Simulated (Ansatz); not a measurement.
Cost and result for the atomization energy of `F[SiH2][NH][GeH3]` (10 atoms, 9 bonds).

```
atom    x (Å)    y (Å)    z (Å)
  F1  -0.1170  -1.4103   2.1325
 Si2  -0.8251  -0.2273   1.3123
  N3   0.2262   0.5815   0.2524
 Ge4   0.7032   0.0720  -1.4566
  H5  -1.3303   0.7227   2.3303
  H6  -1.8960  -0.8705   0.5188
  H7   0.7851   1.3275   0.6404
  H8  -0.2768  -1.0375  -1.8557
  H9   2.1526  -0.4446  -1.4827
 H10   0.5781   1.2864  -2.3917
```

The species carries charge 0 and has multiplicity 1. Correlated methods include outer-core shells of Ge, which these sets cover unevenly. Scalar relativity is left out up to krypton. Geometry: relaxed with PBE0-D4/def2-TZVP. It is one conformer, not always the lowest. Program: Ansatz. All runs use 4 threads of an Arm Neoverse V1 on a shared host. Times are those of one run each, without the atoms' runs, and a repeat can differ threefold. Electronic energies, without spin–orbit coupling; frozen cores. CCSD(T)/CBS adds CCSD(T) − MP2 in def2-TZVPP to the MP2 limit, and its time is that of the two runs behind it. T1 = 0.012. With those shells the extrapolation isn't a true limit. B3LYP takes the VWN-RPA correlation (the form of Gaussian; ORCA's B3LYP/G).

CCSD(T)/CBS is a level of theory with its own doubt, some kJ/mol a heavy atom from the limit and from the frozen cores, so smaller differences don't rank the functionals.

```json
{"level": "PBE-D4/def2-TZVPP (with forces)", "functions": "236", "wall time": "2.4 s"}
{"level": "PBE0-D4/def2-TZVPP", "functions": "236", "wall time": "2.8 s"}
{"level": "B3LYP-D4/def2-TZVPP (with forces)", "functions": "236", "wall time": "4.2 s"}
{"level": "r2SCAN-D4/def2-TZVPP (with forces)", "functions": "236", "wall time": "4.3 s"}
{"level": "B2PLYP/def2-TZVPP", "functions": "236", "wall time": "4.9 s"}
{"level": "ωB97X-V/def2-TZVPP", "functions": "236", "wall time": "7.5 s"}
{"level": "ωB97M-V/def2-TZVPP (with forces)", "functions": "236", "wall time": "10 s"}
{"level": "MP2/def2-QZVPP", "functions": "453", "wall time": "20 s"}
{"level": "CCSD(T)/def2-TZVPP", "functions": "236", "wall time": "2.3 min"}
{"level": "CCSD(T)/CBS(def2)", "functions": "–", "wall time": "2.6 min"}
```

(1) What atomization energy does each give, and how far from CCSD(T)/CBS? (An estimate is asked.)

## Answers

(1) Computed: 
```tsv
level	atomization (kcal/mol)	difference from CCSD(T)/CBS	per bond
PBE-D4/def2-TZVPP (with forces)	763.0	-8.3	-0.9
PBE0-D4/def2-TZVPP	753.9	-17.4	-1.9
B3LYP-D4/def2-TZVPP (with forces)	764.3	-7.0	-0.8
r2SCAN-D4/def2-TZVPP (with forces)	763.1	-8.2	-0.9
B2PLYP/def2-TZVPP	757.6	-13.7	-1.5
ωB97X-V/def2-TZVPP	772.8	1.5	0.2
ωB97M-V/def2-TZVPP (with forces)	766.1	-5.2	-0.6
MP2/def2-QZVPP	767.6	-3.7	-0.4
CCSD(T)/def2-TZVPP	750.7	-20.6	-2.3
CCSD(T)/CBS(def2)	771.3	0.0	0.0
```

The D4 term adds +7.6 kcal/mol with B3LYP and +4.0 kcal/mol with PBE0; it sums over pairs of atoms, weighted by their polarisabilities, and B3LYP, whose exchange is more repulsive, gets the larger term. In def2-TZVPP, CCSD(T) changes the Hartree–Fock value by +194.9 kcal/mol (the triples alone add +9.1 kcal/mol) and MP2 by +199.3 kcal/mol; breaking electron pairs costs correlation energy, which Hartree–Fock lacks. From PBE to PBE0 (25 % exact exchange), in def2-TZVPP and without D4, the atomization energy moves by −8.5 kcal/mol: exact exchange takes away binding that semilocal exchange gives to molecules.

For some Ge, Se and Sn compounds the MP2-based and the directly extrapolated limit differ by 10 to 25 kJ/mol.
